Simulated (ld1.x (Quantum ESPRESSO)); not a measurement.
## What one change does to a pseudopotential (Si, PAW)

ld1.x (Quantum ESPRESSO) 7.5 input, shortened:

```
&input
   title='Si', zed=14., rel=1, dft='PZ', iswitch=3,
   config='[Ne] 3s2 3p2'
 /
 &inputp
   pseudotype=3, lpaw=.true., tm=.true., lloc=-1, rcloc=1.60,
   nlcc=.true., new_core_ps=.true.,
   which_augfun='PSQ', rmatch_augfun_nc=.true.
 /
4
3S  1  0   2.00   0.00  1.60  1.95  0.0
3S  1  0   0.00   2.15  1.60  1.95  0.0
3P  2  1   2.00   0.00  1.55  2.15  0.0
3P  2  1   0.00   4.90  1.55  2.15  0.0
 &test
   configts(1)='3s2 3p2'
 /
```

Change: reference 3s2 3p0.

Cutoffs: the cutoffs (Ry, on a coarse ladder) from which the occupation-weighted sum of valence levels, in a spherical-Bessel basis at the reference potential, stays within 10 and 1 mRy of its value at 400 Ry; they do not see the model core or the augmentation charge, which bear on the density cutoff. Errors are all-electron minus pseudo energies relative to the spin-unpolarised reference configuration.

**Question.** What does the change do?

**Answer.** The potential gets softer (8 Ry and 15 Ry → 6 Ry and 10 Ry); neither file shows a bound ghost.

| quantity | base | changed |
| --- | --- | --- |
| cutoff, loose | 8 Ry | 6 Ry |
| cutoff, tight | 15 Ry | 10 Ry |
| bound ghosts | none | none |
| largest error over its own tests, meV | -72 | -25 |
| s: phases at 2.35 bohr within 0.05 rad from the reference energy up to (Ry; the scan ends near 5) | 4.4 | to the end of the scan |
| p: phases at 2.35 bohr within 0.05 rad from the reference energy up to (Ry; the scan ends near 5) | to the end of the scan | to the end of the scan |
| lowest overlap eigenvalue by channel | s 0.46, p 0.66 | s 0.61, p 0.85 |

Changed file: The cutoffs count occupied waves only; the empty 3p level needs 10 Ry at the loose tolerance.
